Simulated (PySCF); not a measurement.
CH₃BrMgS, SMILES C[S][Mg][Br]. Atoms are numbered in the order given.

```xyz
7

Mg     0.2619     0.2447     0.0000
Br    -0.0917    -2.0789     0.0000
S      0.6492     2.5096     0.0000
C     -1.0338     3.2366     0.0000
H     -1.6055     2.9631     0.8978
H     -0.9053     4.3276     0.0000
H     -1.6055     2.9631    -0.8978
```

Geometry: PBE0-D3(BJ)/def2-SVP. The structure was generated by enumeration; whether it is a known compound was not checked. One conformer was computed; it need not be the lowest.

The numbers are results of IEF-PCM-M06-2X/def2-SVP run with PySCF 2.14.0, not measurements.

The values are the electrostatic part of the solvation free energy, E(continuum) − E(gas) at the gas-phase geometry, in a cavity of scaled van der Waals radii (PySCF's table); cavitation and dispersion terms are not included. A continuum can't describe solvent molecules that bind to the metal. In vacuum the orbital gap is 6.77 eV. The dipole moment in vacuum is 1.77 D.

```csv
solvent,ε,ΔG(elec) (kcal/mol),dipole (D),gap (eV)
water,78.36,-14.7,2.04,7.30
chloroform,4.71,-10.1,1.97,7.12
ethylethanoate,5.99,-11.0,1.98,7.16
```
